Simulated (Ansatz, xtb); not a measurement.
## C4H6FNO: which of two isomers lies lower

Structure a is `C/C(F)=C/C(N)=O`, a singlet and structure b is `O=C1C[C@H](F)CN1`, a singlet. Both are isolated molecules in the gas phase, relaxed with B3LYP/def2-SVP, each in the lowest conformer that the search found.

a (Å):

```yaml
atoms:
  - { symbol: C, position_ang: [-1.5134, 0.1702, 2.7776] }
  - { symbol: C, position_ang: [-0.4658, 0.3262, 1.7310] }
  - { symbol: C, position_ang: [-0.5389, -0.0074, 0.4357] }
  - { symbol: C, position_ang: [0.4795, 0.1290, -0.6515] }
  - { symbol: F, position_ang: [0.6648, 0.8807, 2.2384] }
  - { symbol: N, position_ang: [1.6898, 0.6672, -0.3231] }
  - { symbol: O, position_ang: [0.2106, -0.2376, -1.7848] }
  - { symbol: H, position_ang: [-1.1413, -0.4660, 3.5982] }
  - { symbol: H, position_ang: [-2.4235, -0.2792, 2.3603] }
  - { symbol: H, position_ang: [-1.7645, 1.1510, 3.2155] }
  - { symbol: H, position_ang: [-1.4720, -0.4489, 0.0837] }
  - { symbol: H, position_ang: [2.3728, 0.7595, -1.0647] }
  - { symbol: H, position_ang: [1.9105, 0.9750, 0.6134] }
```

b (Å):

```xyz
13

C    -1.2129    0.2705    0.1126
C     0.2101    0.8279   -0.0248
C     0.9524    0.2938    1.1946
C    -0.1548    0.0524    2.2356
F     1.5389   -0.9238    0.8757
N    -1.3311   -0.1469    1.4141
O    -2.0746    0.2299   -0.7367
H     0.1545    1.9294   -0.0177
H     0.6770    0.5163   -0.9689
H     1.7478    0.9561    1.5707
H    -0.2549    0.9212    2.9145
H     0.0938   -0.8318    2.8435
H    -2.2126   -0.5052    1.7631
```

Quicker runs give these differences E(b) − E(a): GFN2-xTB −106.5 kJ/mol; HF/STO-3G −162.3 kJ/mol (at GFN2-xTB geometries); r2SCAN-D4/def2-SVP −30.2 kJ/mol (at GFN2-xTB geometries).

Estimate E(b) − E(a) at the level CCSD(T)/def2-SVP + ΔMP2/def2-TZVPP.

Calculated at CCSD(T)/def2-SVP + ΔMP2/def2-TZVPP: E(b) − E(a) = −34.6 kJ/mol, so structure b lies lower.

How the difference moves with the method:

```csv
level,geometry,E(b) − E(a) (kJ/mol),departure from the last row (kJ/mol),"job, with rough time for the two"
GFN2-xTB,GFN2-xTB,−106.5,−71.9,"optimisation, 0.096 s"
HF/STO-3G,GFN2-xTB,−162.3,−127.6,"single point, 0.4 s"
r2SCAN-D4/def2-SVP,GFN2-xTB,−30.2,+4.5,"single point, 4.1 s"
B3LYP/def2-SVP,B3LYP/def2-SVP,−24.5,+10.2,"optimisation, 49 s"
HF/def2-SVP,B3LYP/def2-SVP,−38.8,−4.1,part of the CCSD(T) run
MP2/def2-SVP,B3LYP/def2-SVP,−41.6,−6.9,part of the CCSD(T) run
CCSD(T)/def2-SVP,B3LYP/def2-SVP,−38.3,−3.6,single point
CCSD(T)/def2-SVP + ΔMP2/def2-TZVPP,B3LYP/def2-SVP,−34.6,,"single point, 95 s"
```

As drawn, b has 1 C–C, 1 C–N, 1 C–H in place of 1 C=C, 1 N–H. Structure a has no ring, b a 5-membered ring.

The levels shown agree on the order. The largest departure from CCSD(T)/def2-SVP + ΔMP2/def2-TZVPP is that of HF/STO-3G, 127.6 kJ/mol. The last row adds to CCSD(T) the change of the MP2 difference between the two basis sets, here +3.6 kJ/mol.

With thermal terms from frequencies at re-optimised GFN2-xTB minima (ideal gas, soft modes damped towards free rotors, one conformer each, 298.15 K, 1 atm): the zero-point term adds +8.4 kJ/mol; ΔH is −30.7 and ΔG −21.7 kJ/mol.

The correlated steps freeze 7 core orbitals. Mirror images aren't counted in ΔG. Programs: Ansatz 0.2.0, xtb 6.7.1; the last row on 2 threads of Arm Neoverse V2 on a shared host.
